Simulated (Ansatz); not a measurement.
System: bromo selenohypobromite, SeBr2 (charge 0, singlet). 
Coordinates optimised at B3LYP-D3(BJ)/def2-TZVP (Ansatz, a program for electronic structure):
```
Se
Br 1 2.3360
Br 1 2.3360 2 102.92
```

Wanted: vertical electron affinity (to the doublet state of charge -1; a negative value means that the extra electron is unbound and the number depends on the basis; each state is the SCF solution reached for its spin), in eV. Cores are frozen in the correlated levels unless marked. UHF or UKS for open shells. No spin-orbit coupling. The frozen core is the preceding noble-gas configuration, with the filled d and f shells of earlier blocks. Non-relativistic. Anions need diffuse functions: aug- sets have them; def2-D sets add few. CBS marks a two-point X^-3 extrapolation of the correlation energy; Hartree-Fock from the larger set. The bracket is a focal-point correction in the basis named.

| level | program | vertical electron affinity (eV) |
|---|---|---|
| HF/aug-cc-pVDZ | Ansatz | 0.93 |
| SVWN5/def2-TZVPD | Ansatz | 1.59 |

Question: Predict the RI-MP2/CBS(aug-cc-pVTZ,aug-cc-pVQZ)+[CCSD(T)-MP2]/aug-cc-pVTZ result (Ansatz).

Answer: 1.35 eV, so SVWN5/def2-TZVPD differs from it by 0.24 eV.
